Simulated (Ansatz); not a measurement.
`N[SiH](O)BO` + `N[SiH2]N` → `N[SiH2]N[SiH](N)O` + `BO`  (cleavage of the Si–B bond)

Computed with Ansatz on PBE0-D4/def2-TZVP structures; ΔE is electronic, products minus reactants. CCSD(T)/CBS adds triple-zeta CCSD(T) − MP2 to the extrapolated MP2 energy (def2 sets, frozen cores). This one scheme is used for every species. One conformer a species, not always the lowest.

| species | CCSD(T)/CBS(def2) energy (Eh) |
| --- | --- |
| `N[SiH](O)BO` | -522.65136 |
| `N[SiH2]N` | -402.15462 |
| `N[SiH2]N[SiH](N)O` | -823.04951 |
| `BO` | -101.80414 |

Problem. Work out ΔE.

Solution. ΔE = (-823.04951) + (-101.80414) − (-522.65136) − (-402.15462) = -0.04767 Eh = -125.2 kJ/mol.

Largest T1 diagnostic among the species: 0.014.

From PBE to PBE0 (25 % exact exchange), in def2-TZVPP and without D4, ΔE moves by −7.0 kJ/mol. The D4 term adds −10.7 kJ/mol with B3LYP and −6.0 kJ/mol with PBE0; it sums over pairs of atoms, weighted by their polarisabilities, and B3LYP, whose exchange is more repulsive, gets the larger term.

B3LYP here is the variant with VWN-RPA as its local correlation; programs differ in this.
